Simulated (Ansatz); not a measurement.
The same path of C2H7AlOSi (12 atoms, charge 0, multiplicity 1) was run twice with different band settings. The coordinate that changes most is the dihedral O3–Al4–Si5–H10.

The calculation used RKS B3LYP-D4/STO-3G (Ansatz 0.2.0).

Relaxed end points:

```xyz
12
Properties=species:S:1:pos:R:3
C -2.248 1.333 0.728
C -1.119 0.723 0.316
O -0.251 1.289 -0.616
Al 1.168 0.439 -1.058
Si 1.629 -1.609 -0.123
H -2.904 0.856 1.461
H -2.542 2.315 0.347
H -0.859 -0.275 0.732
H 1.975 1.196 -2.065
H 1.759 -1.554 1.318
H 0.603 -2.593 -0.392
H 2.866 -2.174 -0.614
```

```xyz
12
Properties=species:S:1:pos:R:3
C -2.116 1.451 0.888
C -1.057 0.780 0.395
O -0.340 1.212 -0.720
Al 0.994 0.286 -1.264
Si 1.592 -1.643 -0.170
H -2.653 1.080 1.764
H -2.471 2.380 0.432
H -0.731 -0.160 0.890
H 1.640 0.900 -2.466
H 0.539 -2.636 -0.162
H 2.741 -2.284 -0.771
H 1.938 -1.420 1.218
```

Common settings: spring 5.0 eV/Å²; optimiser quadratic models (default); start path through a guess of the saddle point; force threshold 0.05 eV/Å; end points relaxed.

| run | movable images | climbing image | iteration limit |
| --- | --- | --- | --- |
| 1 | 5 | yes | 58 |
| 2 | 3 | no | 60 |

What does each run give, and how far can it be trusted?

Run 1: converged after 7 iterations, highest image 0.009 eV above the first end. A vibrational analysis at the climbing image gives no mode beyond 40i cm⁻¹: the surface is too flat there to confirm a saddle point.
Run 2: converged after 7 iterations, highest image 0.009 eV above the first end. No image climbed, so the highest image needn't sit at the top of the path. So few images can step over the top or miss a turn of the path.
Limits of this set-up: minimal basis.
